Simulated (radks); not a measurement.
Values are calculated unless marked as measured or tabulated.
The nuclear charge of the tantalum ion Ta+ is varied continuously with 72 electrons held in [Xe] 4f14 5d3 6s1. Code: a radial shooting solver on a logarithmic mesh with Libxc functionals. Model: Dirac Kohn-Sham, PBE, spin-unpolarised, spherical densities, point nucleus; open shells are shared between the two j in proportion to 2j + 1. By the Hellmann-Feynman theorem dE/dZ = E(electron-nucleus)/Z, the electronic potential at the nucleus.

| Z | E (hartree) | E(electron-nucleus)/Z (hartree) | HOMO | e(HOMO) (eV) | <r> HOMO (bohr) |
|---|---|---|---|---|---|
| 72 | -15097.5896 | -522.322 | 5d5/2 | -1.841 | 2.779 |
| 72.1 | -15149.8786 | -523.458 | 5d5/2 | -2.503 | 2.677 |
| 72.2 | -15202.2811 | -524.592 | 5d5/2 | -3.211 | 2.588 |
| 72.3 | -15254.7970 | -525.727 | 5d5/2 | -3.962 | 2.510 |
| 72.4 | -15307.4264 | -526.861 | 5d5/2 | -4.753 | 2.440 |
| 72.5 | -15360.1692 | -527.995 | 5d5/2 | -5.583 | 2.378 |
| 72.6 | -15413.0254 | -529.129 | 5d5/2 | -6.448 | 2.321 |
| 72.7 | -15465.9949 | -530.263 | 5d5/2 | -7.347 | 2.270 |
| 72.8 | -15519.0780 | -531.397 | 5d5/2 | -8.279 | 2.222 |
| 72.9 | -15572.2744 | -532.532 | 5d5/2 | -9.241 | 2.178 |
| 73 | -15625.5843 | -533.667 | 5d5/2 | -10.234 | 2.138 |
| 73.1 | -15679.0077 | -534.802 | 5d5/2 | -11.254 | 2.100 |
| 73.2 | -15732.5447 | -535.937 | 5d5/2 | -12.302 | 2.064 |
| 73.3 | -15786.1952 | -537.073 | 5d5/2 | -13.377 | 2.031 |
| 73.4 | -15839.9593 | -538.210 | 5d5/2 | -14.477 | 2.000 |
| 73.5 | -15893.8371 | -539.347 | 5d5/2 | -15.601 | 1.970 |
| 73.6 | -15947.8286 | -540.484 | 6s1/2 | -16.734 | 2.857 |
| 73.7 | -16001.9339 | -541.622 | 6s1/2 | -17.645 | 2.825 |
| 73.8 | -16056.1531 | -542.761 | 6s1/2 | -18.572 | 2.794 |
| 73.9 | -16110.4861 | -543.900 | 6s1/2 | -19.515 | 2.764 |
| 74 | -16164.9332 | -545.040 | 6s1/2 | -20.473 | 2.735 |

The central difference of E at Z = 73 is -533.667 hartree, to compare with the third column; the second derivative is -11.3 hartree.
